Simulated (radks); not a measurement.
The helium ion He+, configuration 1s0.5 2p0.5 (fractional occupations, a model configuration).

All-electron calculation, non-relativistic Kohn-Sham, BP86, spin-polarised, spherical densities, point nucleus; open shells are filled with parallel spins first. Program: a radial shooting solver on a logarithmic mesh with Libxc functionals.

Energy parts (hartree):
| part | energy |
|---|---|
| total | -1.27784 |
| kinetic | 1.27245 |
| electron-nucleus | -2.51735 |
| Hartree | 0.30989 |
| exchange-correlation | -0.34283 |

Orbitals (lengths in bohr, moments of r in powers of bohr; <r^-3> diverges for s and p1/2):
1s up: occ. 0.5; eigenvalue (hartree) -1.81731; <r> 0.7249
2s up: occ. 0; eigenvalue (hartree) -0.33459; <r> 3.207
2p up: occ. 0.5; eigenvalue (hartree) -0.30413; <r> 2.853; <r^-3> 0.2456

The highest occupied level is 2p up at -8.276 eV. The configuration is held as typed, so some empty levels lie below it. Spin moment in Bohr magnetons: 1.
